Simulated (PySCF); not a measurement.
Mapped SMILES: `[CH3:1][S:2](=[O:3])(=[O:4])[CH2:5][c:6]1[cH:7][cH:8][cH:9][cH:10][cH:11]1` (H(Xn): hydrogen on atom n).

Single conformer, no solvent model, relativity neglected, fast rotation and ring inversion assumed for equivalent nuclei. σ from GIAO-KT2/pcSseg-2; coordinates at the PBE0-D3(BJ)/def2-SVP level; PySCF 2.14.

Chemical shifts δ = σref − σ; $^{13}$C (σ = 182.28 ppm), $^{1}$H (σ = 31.18 ppm) against TMS; $^{33}$S (σ = 525.25 ppm) vs CS2; $^{17}$O (σ = 324.36 ppm) against H2O, all at this level.

```csv
atoms,nucleus,count,δ (ppm)
C9,$^{13}$C,1,127.6
H(C8)/H(C10),$^{1}$H,2,7.36
C5,$^{13}$C,1,?
H(C9),$^{1}$H,1,?
H(C7)/H(C11),$^{1}$H,2,?
C8/C10,$^{13}$C,2,127.7
C7/C11,$^{13}$C,2,129.6
C1,$^{13}$C,1,40.2
O3/O4,$^{17}$O,2,228.6
C6,$^{13}$C,1,?
H(C1),$^{1}$H,3,2.17
H(C5),$^{1}$H,2,4.02
S2,$^{33}$S,1,332
```

Estimate the values marked ?.

## Answers


- C6: 130.5 ppm, substituted aromatic carbon
- C5: 68.1 ppm, sp3 CH2 bonded to S, on an aromatic ring
- H(C7)/H(C11): 7.53 ppm, hydrogen on an aromatic CH; ring-current deshielding
- H(C9): 7.33 ppm, hydrogen on an aromatic CH; it sits in the deshielding region of the aromatic ring current

Shifts are as computed. Against solution values, carbons near 30 ppm lie about +3 ppm off and those near 130 ppm about -1 ppm. Of 1211 compounds with measured shifts, 218 miss one by over three times the rms of a fit or turn the order of signals round; such compounds aren't used in these exercises. Experimental scales use liquid or dissolved standards, which lie at an offset from isolated H2O (liquid H2O: subtract about 36 ppm).
